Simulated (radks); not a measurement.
Problem. Valence configurations of the carbon ion C3+ (all share [He]). Method: scalar-relativistic Kohn-Sham, PBE, spin-unpolarised, spherical densities, finite nucleus; Fermi nuclear charge, rms radius 2.4702 fm; without spin polarisation the odd electron is poorly described; computed with a radial shooting solver on a logarithmic mesh with Libxc functionals. Order these by energy: 2p1; 2s0.5 2p0.5; 2s1.

Solution. From the lowest, in eV above it: 2s1 0.000; 2s0.5 2p0.5 4.006; 2p1 8.022. NIST lists [He] 2s1 as the ground configuration; this level of theory agrees among the configurations tried. The energies are those of spherical spin-averaged densities, not of single terms.
